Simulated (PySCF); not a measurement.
# From computed data to an observable: chemical shift, span and skew from a shielding tensor

O₂Si₂, SMILES [si]12=[si](o2)o1. Atoms are numbered in the order given.

```xyz
4

Si     0.0000     0.0000     1.2534
Si     0.0000     0.0000    -1.2534
O      0.0000    -1.1801     0.0000
O      0.0000     1.1801     0.0000
```
Charge 0, spin multiplicity 1.

The structure is a stationary point at B3LYP-D3(BJ)/def2-SVP.

GIAO shieldings from PBE/pcSseg-2 run with PySCF, non-relativistic, no solvent. The symmetric part of the tensor of Si1 has the principal values -68.4, 33.2, 406.6 ppm. The same nucleus in TMS has σ = 324.1 ppm at this level (PySCF, at its B3LYP-D3(BJ)/def2-TZVP geometry).

Work out the isotropic shielding, the ²⁹Si shift against TMS, the span and the skew.


σ(iso) = (σ11 + σ22 + σ33)/3 = 123.8 ppm. δ = σ(ref) − σ(iso) = 324.1 − (123.8) = 200.3 ppm.
Span Ω = σ33 − σ11 = 475.0 ppm. Skew κ = 3(σ(iso) − σ22)/Ω = 0.57. Tumbling in solution averages the tensor to δ; in a static solid the shielding alone would spread this spin-1/2 line over Ω.
